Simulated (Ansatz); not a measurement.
Geometry optimisation, RKS PBE0/def2-mTZVP (Ansatz).

Input file:

```yaml
crystal:
  periodic: [false, false, false]
  atoms:
    - { symbol: "N", position_ang: [-1.4331, 1.1589, -0.4907] }
    - { symbol: Ge, position_ang: [-0.3944, -0.2771, -0.8197] }
    - { symbol: Si, position_ang: [1.2171, -0.3805, 0.7942] }
    - { symbol: I, position_ang: [-1.7154, -2.3782, -0.7449] }
    - { symbol: H, position_ang: [-1.8626, 1.0858, 0.4452] }
    - { symbol: H, position_ang: [-0.8562, 2.0558, -0.4853] }
    - { symbol: H, position_ang: [0.2989, -0.1372, -2.2094] }
    - { symbol: H, position_ang: [2.0979, 0.8618, 0.7598] }
    - { symbol: H, position_ang: [0.6204, -0.4921, 2.171] }
    - { symbol: H, position_ang: [2.1104, -1.5483, 0.5828] }
basis:
  gaussian: { orbitals: def2-mTZVP }
hamiltonian:
  xc: pbe0
relax:
  f_tol: 0.015
  max_steps: 40
```

Run as:

```bash
$ ansatz run input.yaml --threads 2 --pin off --max-ram 3072MiB --backend cpu --events-out ev --progress --plain --runs-dir out
```

Problem. Where does it end, and by what steps?

Solution. It converged. After 22 steps the energy has fallen by 0.432 eV; H6 moved furthest, 1.27 Å.

```
step  energy less start (eV)  largest force component (eV/Å)  accepted
   0                  0.0000                           2.305       yes
   1                 -0.2382                           0.911       yes
   2                 -0.2701                           0.329       yes
   3                 -0.2801                           0.181       yes
   4                 -0.2899                           0.156       yes
   5                 -0.2637                           0.518        no
   6                 -0.2933                           0.082       yes
   7                 -0.2938                           0.366       yes
   8                 -0.2959                           0.113       yes
   9                 -0.2999                           0.090       yes
  10                 -0.3009                           0.152       yes
  11                 -0.3016                           0.134       yes
  12                 -0.3028                           0.150       yes
  13                 -0.3036                           0.265       yes
  14                 -0.3211                           0.295       yes
  15                 -0.3398                           0.279       yes
  16                 -0.2735                           2.661        no
  17                 -0.3857                           0.358       yes
  18                 -0.4035                           1.059       yes
  19                 -0.4242                           0.205       yes
  20                 -0.4297                           0.071       yes
  21                 -0.4314                           0.038       yes
  22                 -0.4318                           0.010       yes
```

```xyz
10
Properties=species:S:1:pos:R:3
N -1.219 1.394 -0.387
Ge -0.246 -0.112 -0.760
Si 1.390 -0.484 0.931
I -1.691 -2.242 -0.832
H -1.696 1.383 0.507
H -1.887 1.653 -1.104
H 0.275 0.054 -2.197
H 2.346 0.655 0.984
H 0.693 -0.612 2.238
H 2.119 -1.740 0.623
```

Whether the end is a true minimum wasn't checked by a vibrational analysis.

Time of the run: 72 s on 2 threads of Intel(R) Xeon(R) 6975P-C (Granite Rapids), with other jobs on the host, peak memory 0.36 GiB.
